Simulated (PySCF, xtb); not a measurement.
CrO2F2, SMILES [O]=[Cr](=[O])([F])[F], multiplicity 1.

GFN2-xTB (xtb) at its own geometry gives an orbital gap of 3.02 eV and a dipole moment of 2.53 D.

Coordinates come from a B3LYP-D3(BJ)/def2-SVP optimisation. The spin state was assumed, not searched. The isomer is the one that the SMILES or the coordinates give; other isomers of the formula were not compared.

### Question
What does PySCF with PBE/def2-TZVP give? (The exact figures need the calculation; the answer reports its results.)

### Answer
gap 3.04 eV (levels -8.77 and -5.73 eV), dipole 0.14 D.
